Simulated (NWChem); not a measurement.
C2H3ClF2Si; SMILES Cl/C=C\[SiH](F)F

```xyz
9

F     -0.6024    -2.5445     0.2969
Si     0.1136    -1.0787     0.2980
F      1.4590    -1.2152    -0.6116
C     -1.0986     0.1017    -0.4742
C     -0.9786     1.4422    -0.4579
Cl     0.3736     2.2698     0.2600
H      0.5246    -0.7476     1.6906
H     -2.0010    -0.3040    -0.9647
H     -1.7126     2.1399    -0.8933
```
Atoms are numbered in this order, from 1.

Structure relaxed at the PBE-D3(BJ)/def2-SVP level.

Q: List the 4 lowest vertical singlet excitations from PBE0/def2-SVP, full TDDFT (NWChem).

A: 
| state | energy (eV) | oscillator strength | leading excitation (squared amplitude) |
|---|---|---|---|
| S1 | 6.20 | 0.183 | HOMO → LUMO (0.77) |
| S2 | 6.33 | 0.055 | HOMO−1 → LUMO (0.81) |
| S3 | 6.85 | 0.005 | HOMO−2 → LUMO (0.97) |
| S4 | 7.35 | 0.001 | HOMO → LUMO+1 (0.86) |
